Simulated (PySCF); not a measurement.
SMILES C[Si](O)C, doublet, B3LYP/def2-SVP optimised geometry.

```
11

C     -0.94     1.12     0.00
Si    -0.28    -0.65     0.00
C      1.62    -0.65     0.00
O     -0.88    -1.35    -1.41
H     -2.04     1.13     0.00
H     -0.59     1.67     0.89
H     -0.59     1.65    -0.90
H      2.01    -0.09    -0.88
H      2.04    -1.67    -0.04
H      2.01    -0.16     0.91
H     -0.67    -2.28    -1.55
```

Density from unrestricted B3LYP/def2-TZVP (PySCF) at that geometry.

Minimum of the electron density along straight lines between bonded atoms, close to the bond critical point (lines longer than 1.1 times the sum of covalent radii, or with two minima, are not listed):

```json
[
 {"bond": "C1–Si2", "length / Å": "1.886", "ρ at the minimum / e bohr⁻³": "0.121", "∇²ρ there / e bohr⁻⁵": "0.14", "position (fraction from the first atom)": "0.61"},
 {"bond": "Si2–C3", "length / Å": "1.899", "ρ at the minimum / e bohr⁻³": "0.118", "∇²ρ there / e bohr⁻⁵": "0.13", "position (fraction from the first atom)": "0.39"},
 {"bond": "Si2–O4", "length / Å": "1.687", "ρ at the minimum / e bohr⁻³": "0.126", "∇²ρ there / e bohr⁻⁵": "0.67", "position (fraction from the first atom)": "0.41"},
 {"bond": "C1–H5", "length / Å": "1.101", "ρ at the minimum / e bohr⁻³": "0.268", "∇²ρ there / e bohr⁻⁵": "-0.88", "position (fraction from the first atom)": "0.64"},
 {"bond": "C1–H6", "length / Å": "1.102", "ρ at the minimum / e bohr⁻³": "0.267", "∇²ρ there / e bohr⁻⁵": "-0.88", "position (fraction from the first atom)": "0.64"},
 {"bond": "C1–H7", "length / Å": "1.105", "ρ at the minimum / e bohr⁻³": "0.264", "∇²ρ there / e bohr⁻⁵": "-0.86", "position (fraction from the first atom)": "0.64"},
 {"bond": "C3–H8", "length / Å": "1.105", "ρ at the minimum / e bohr⁻³": "0.264", "∇²ρ there / e bohr⁻⁵": "-0.86", "position (fraction from the first atom)": "0.64"},
 {"bond": "C3–H9", "length / Å": "1.102", "ρ at the minimum / e bohr⁻³": "0.267", "∇²ρ there / e bohr⁻⁵": "-0.88", "position (fraction from the first atom)": "0.64"},
 {"bond": "C3–H10", "length / Å": "1.102", "ρ at the minimum / e bohr⁻³": "0.267", "∇²ρ there / e bohr⁻⁵": "-0.87", "position (fraction from the first atom)": "0.64"},
 {"bond": "O4–H11", "length / Å": "0.965", "ρ at the minimum / e bohr⁻³": "0.353", "∇²ρ there / e bohr⁻⁵": "-2.35", "position (fraction from the first atom)": "0.80"}
]
```
